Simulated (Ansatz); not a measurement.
Triphenyltelluronium hexafluoroantimonate (C18H15F6SbTe), 41 atoms. Hardware: 2 threads of AMD EPYC 7R13 on a shared host and a share (18 GiB) of an NVIDIA H100 80GB HBM3.

In the def2 sets Sb, Te take a core potential; there is no spin–orbit coupling. Correlated methods freeze 32 core orbitals; core or outer-core shells of Sb, Te are correlated, in sets that lack core-valence functions. Single mean-field runs in def2-SVP, def2-TZVP are fitted with def2-universal-jkfit.

How many basis functions does each of these Ansatz runs have, and roughly what does it cost? B97M-V/def2-TZVP, charge 0 singlet, energy, from earlier orbitals; PBE-D4/def2-TZVP, charge 0 triplet at the geometry of the charge 0 singlet, energy, from earlier orbitals; PBE0-D4/def2-TZVP, charge 1 doublet at the geometry of the charge 0 singlet, energy; PBE-D4/def2-SVP, charge 0 singlet, energy, from earlier orbitals; PBE-D4/def2-TZVP, charge -1 doublet, energy, from earlier orbitals; LDA (SPW92)/def2-TZVP, charge -1 doublet at the geometry of the charge 0 singlet, energy, from earlier orbitals; PBE-D4/def2-SVP, charge -1 doublet, relaxation, 22 steps; HF/STO-3G, charge 0 singlet, energy; MP2/def2-SVP, charge 0 singlet, energy, from earlier orbitals; PBE-D4/def2-SVP, charge 0 singlet, relaxation, 36 steps; LDA (SPW92)/def2-TZVP, charge 0 singlet, energy, from earlier orbitals; PBE-D4/def2-TZVP, charge 1 doublet at the geometry of the charge 0 singlet, energy, from earlier orbitals.

Other jobs shared the machine, so times can vary by a factor of up to 3. A dash marks memory too small to be measured apart from the calling script's.

```csv
run,functions,fitting or Cholesky vectors,wall time,peak host memory (GiB)
"HF/STO-3G, charge 0 singlet, energy",189,2551,8.5 s,–
"PBE-D4/def2-SVP, charge 0 singlet, energy, from earlier orbitals",463,2518,13 s,–
"LDA (SPW92)/def2-TZVP, charge 0 singlet, energy, from earlier orbitals",934,2518,14 s,–
"MP2/def2-SVP, charge 0 singlet, energy, from earlier orbitals",463,4831,15 s,–
"PBE-D4/def2-TZVP, charge -1 doublet, energy, from earlier orbitals",934,2518,18 s,–
"B97M-V/def2-TZVP, charge 0 singlet, energy, from earlier orbitals",934,2518,19 s,–
"LDA (SPW92)/def2-TZVP, charge -1 doublet at the geometry of the charge 0 singlet, energy, from earlier orbitals",934,2518,21 s,1.5
"PBE-D4/def2-TZVP, charge 0 triplet at the geometry of the charge 0 singlet, energy, from earlier orbitals",934,2518,26 s,1.6
"PBE-D4/def2-TZVP, charge 1 doublet at the geometry of the charge 0 singlet, energy, from earlier orbitals",934,2518,35 s,1.6
"PBE0-D4/def2-TZVP, charge 1 doublet at the geometry of the charge 0 singlet, energy",934,2518,52 s,1.6
"PBE-D4/def2-SVP, charge 0 singlet, relaxation, 36 steps",463,2518,2.6 min,–
"PBE-D4/def2-SVP, charge -1 doublet, relaxation, 22 steps",463,2518,3 min,–
```
